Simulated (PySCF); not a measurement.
A structure optimised at PBE-D3(BJ)/def2-SVP, used in a PySCF frequency run:

```
B
O 1 1.3843
H 2 0.9718 1 113.19
N 1 1.4217 2 122.68 3 0.00
H 4 1.0188 1 121.77 2 180.00
H 4 1.0197 5 113.10 1 180.00
C 1 1.5720 2 117.57 3 180.00
C 7 1.3491 1 123.25 2 0.00
H 8 1.1036 7 120.57 1 0.00
H 8 1.1037 9 116.65 7 -180.00
H 7 1.1074 8 117.56 9 -180.00
```
Charge 0, spin multiplicity 1.

Question: Write its SMILES, formula and point group.

Answer: C=CB(N)O, C2H6BNO, Cs

Question: What are its rotational constants (standard atomic weights)?

Answer: 8.9296, 3.7528, 2.6423 GHz
